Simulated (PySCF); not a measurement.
# H$_{3}$BBrSi, SMILES `[B]([SiH3])Br` (charge 0, multiplicity 2)

The numbers are results of PBE0-D3(BJ)/def2-TZVP (PySCF 2.14.0), not measurements.

The highest occupied spin orbital is -5.75 eV. The dipole moment is 0.48 D and the total energy comes out as -2889.8027 Ha. The cost comes out as roughly 2.2 core-minutes.

```xyz
6

Si    -0.6552    -0.0058    -0.0103
B      1.2481     0.2710    -0.5343
Br     2.8712    -0.0942     0.3081
H     -1.2728    -0.8740    -1.0489
H     -1.3188     1.3255    -0.0437
H     -0.8724    -0.6225     1.3292
```
Charge 0, spin multiplicity 2.
